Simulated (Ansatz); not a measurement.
`C#[C][SnH3]` + `[SiH3]`• → `C#[C][SnH2]`• + SiH₄ at 600 K and 1 bar (hydrogen abstraction from the Sn–H bond).

Calculated with Ansatz (gas phase, PBE0-D4/def2-TZVP geometries, no zero-point term in ΔE). CBS: MP2 limit from def2 TZ/QZ plus the TZ coupled-cluster correction, frozen cores. This one scheme is used for every species. No spin–orbit coupling; open shells (•) take unrestricted orbitals. def2 core potentials past Kr. For Sn outer-core shells are correlated without core-valence functions, which leaves a few kJ/mol of doubt a bond.

| species | CCSD(T)/CBS energy (Eh) | H − E (kJ/mol) | S (J/(mol·K)) |
| --- | --- | --- | --- |
| `C#[C][SnH3]` | -292.44374 | 147.3 | 362.3 |
| `[SiH3]`• | -290.80808 | 80.4 | 249.9 |
| `C#[C][SnH2]`• | -291.81380 | 121.9 | 365.6 |
| SiH₄ | -291.46306 | 108.7 | 242.3 |

H − E and S are ideal-gas, rigid-rotor, harmonic terms from PBE0-D4/def2-TZVP, with the whole ground term of open shells counted as degenerate. 1 Eh = 2625.50 kJ/mol, R = 8.31446 J/(mol·K).

Problem. By hand: ΔE, ΔH, ΔS and ΔG.

Solution. ΔE = (-291.81380) + (-291.46306) − (-292.44374) − (-290.80808) = -0.02504 Eh = -65.7 kJ/mol. Δ(H − E) = 121.9 + 108.7 − 147.3 − 80.4 = 2.9, so ΔH = -62.8 kJ/mol. ΔS = 365.6 + 242.3 − 362.3 − 249.9 = -4.3 J/(mol·K). ΔG = -62.8 − 600 × (-4.3)/1000 = -60.2 kJ/mol.

Problem. By hand: the equilibrium constant, and the temperature at which ΔG would vanish if ΔH and ΔS stayed fixed.

Solution. log₁₀ K = −ΔG/(RT ln 10) = 5.2. ΔG = 0 at ΔH/ΔS = 14605 K, far beyond where these terms or the molecules hold.

The number of gas molecules stays the same, so ΔS is small and ΔH decides. A doubt of 5 kJ/mol in ΔE shifts log₁₀ K by 0.4 here. These are equilibria of isolated gas molecules and say nothing of rates. Largest T1 diagnostic: 0.019 (customary marks: 0.02 for closed shells, 0.045 for open ones).
